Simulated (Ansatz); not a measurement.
Ge(OH)2Me2 (C2H8GeO2). Total charge 0; singlet. Geometry PBE-D4/def2-SVP; atoms count from 1.

Cartesian coordinates in Å:
```
C -0.454 1.367 -1.082
C 1.516 -0.948 0.219
Ge -0.240 -0.094 0.196
O -1.377 -1.463 -0.123
O -0.663 0.660 1.783
H -2.294 -1.135 -0.168
H -0.580 0.004 2.500
H -1.451 1.835 -0.966
H -0.348 0.992 -2.118
H 0.317 2.140 -0.899
H 1.780 -1.290 -0.801
H 1.505 -1.830 0.889
H 2.288 -0.236 0.570
```

Q: Estimate the Mulliken populations from the PBE0/def2-TZVP orbitals of Ansatz.

A: 
| atom | charge (e) |
| --- | --- |
| C1 | -0.50 |
| C2 | -0.50 |
| Ge3 | 0.64 |
| O4 | -0.58 |
| O5 | -0.58 |
| H6 | 0.31 |
| H7 | 0.31 |
| H8 | 0.15 |
| H9 | 0.15 |
| H10 | 0.15 |
| H11 | 0.15 |
| H12 | 0.15 |
| H13 | 0.15 |
Mulliken values and Mayer orders depend strongly on the basis.

Q: And the Mayer bond orders between bonded heavy atoms (over 0.3)?

A: C1–Ge3 0.94 (1.95 Å); C2–Ge3 0.94 (1.95 Å); Ge3–O4 1.05 (1.81 Å); Ge3–O5 1.05 (1.81 Å).
